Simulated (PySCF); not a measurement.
**How methods differ on the ionisation energy of K¹⁷⁺**

K¹⁷⁺ 1s2 → K¹⁸⁺ 1s1 [1s1/2^1, M_J = 1/2], as a difference of total energies. Calculation: PySCF 2.14, in an uncontracted even-tempered set (15 s from 15 bohr⁻², ratio 2.4; 9 p from 20 bohr⁻², ratio 2.4; 3 d from 63 bohr⁻², ratio 2.6; 3 f from 94 bohr⁻², ratio 2.6); the two-component X2C-1e Hamiltonian. Correlated levels: nothing frozen; the 34 highest virtual spinors dropped. "Screened" scales the spin-orbit matrix elements by Boettger's factors to mimic the two-electron term; Breit and QED terms are absent.

| method | ionisation energy (eV) | difference from reference (eV) |
| --- | --- | --- |
| GHF (screened spin-orbit) | 4611.9 | +1.1 |
| GMP2 (screened spin-orbit) | 4613.2 | +2.4 |

Reference: 4610.8 eV (theoretical estimate listed by NIST; NIST Atomic Spectra Database, ionization energies).
